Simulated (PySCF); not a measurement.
OZr, SMILES [O]=[Zr], multiplicity 1.

The structure is a stationary point at B3LYP-D3(BJ)/def2-TZVPD. The multiplicity is an assumed one; other spin states were not compared. The def2 effective core potentials stand for the cores of Zr; spin–orbit coupling is left out.

Computed with PBE0/def2-TZVPD (PySCF).

Gas-phase values at a fixed geometry.

```
Quantity                                                                                                          Value
---------------------------------------------------------------------------------------------  ------------------------
total energy                                                                                         -122.17836 hartree
point group                                                                                                         C∞v
highest occupied level                                                                                         -5.33 eV
lowest empty level                                                                                             -3.18 eV
orbital gap                                                                                                     2.14 eV
dipole moment                                                                                                    2.61 D
quadrupole, principal values (traceless, Buckingham form, about the centre of nuclear charge)     -3.44, 1.72, 1.72 D·Å
mean static polarisability                                                                       104.0 bohr³ (15.41 Å³)
polarisability, principal values                                                               91.0, 110.5, 110.5 bohr³
```
